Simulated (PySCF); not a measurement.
## Field gradients at the hydrogen positions

C7H10FNSi.
Structure used (GFN2-xTB), in Å, numbered top down from 1:
```
atom  x, y, z in Å
C1     3.693   -0.404   -0.534
C2     2.563   -0.413   -0.927
C3     1.172   -0.422   -1.333
C4     0.208   -0.416   -0.142
F5     0.423   -1.592    0.594
C6     0.524    0.742    0.815
C7     0.223    2.010    0.212
N8    -0.021    3.013   -0.280
Si9   -1.644   -0.479   -0.713
C10   -2.740   -0.260    0.814
H11    4.694   -0.400   -0.221
H12    0.984   -1.317   -1.933
H13    0.964    0.459   -1.946
H14    1.586    0.719    1.084
H15   -0.068    0.629    1.728
H16   -1.807   -1.802   -1.319
H17   -1.835    0.592   -1.692
H18   -2.687    0.754    1.201
H19   -2.457   -0.943    1.612
H20   -3.778   -0.459    0.566
```

Level: PBE0/pcSseg-1 (PySCF, non-relativistic); Q(2H) = 0.00286 b; rigid geometry, the same for H and D, with no vibrational averaging.

**Question.** Rank these positions by the coupling χzz of a deuteron there, largest first.
A. H12 (methylene hydrogen)
B. H11 (alkyne hydrogen)
C. H16 (Si–H hydrogen)
D. H14 (methylene hydrogen)
E. H20 (methyl hydrogen)

**Answer.** B (267 kHz), E (219 kHz), A (200 kHz), D (192 kHz), C (108 kHz).

**Question.** What are Vzz, η and χzz (234.96 MHz × Q × Vzz) at all hydrogens?

**Answer.** 
| atom | bonded to | bond length (Å) | Vzz (au) | η | χzz (kHz) |
| --- | --- | --- | --- | --- | --- |
| H11 | C1 | 1.049 | 0.3968 | 0.01 | 267 |
| H12 | C3 | 1.093 | 0.2972 | 0.05 | 200 |
| H13 | C3 | 1.093 | 0.2933 | 0.03 | 197 |
| H14 | C6 | 1.096 | 0.2851 | 0.02 | 192 |
| H15 | C6 | 1.094 | 0.2959 | 0.03 | 199 |
| H16 | Si9 | 1.465 | 0.1606 | 0.02 | 108 |
| H17 | Si9 | 1.464 | 0.1602 | 0.03 | 108 |
| H18 | C10 | 1.087 | 0.3205 | 0.01 | 215 |
| H19 | C10 | 1.087 | 0.3206 | 0.01 | 215 |
| H20 | C10 | 1.085 | 0.3261 | 0.00 | 219 |

**Question.** Average by the element that carries the hydrogen.

**Answer.** on C: 213 kHz over 8 positions, mean bond length 1.086 Å; on Si: 108 kHz over 2 positions, mean bond length 1.464 Å.

**Question.** How does χzz go with the bond length over the 8 C–H bonds?

**Answer.** A straight-line fit has a slope of -15.3 kHz for each 0.01 Å, with a correlation coefficient of -0.98, over lengths from 1.049 to 1.096 Å. The longer bonds have the smaller couplings here.

Isolated species at its GFN2-xTB geometry (one conformer only). GFN2-xTB bond lengths can be off by several hundredths of an ångström, more for odd bonds, and the gradients follow them. The basis is small and wasn't made for field gradients, so the couplings can be 20 % off.
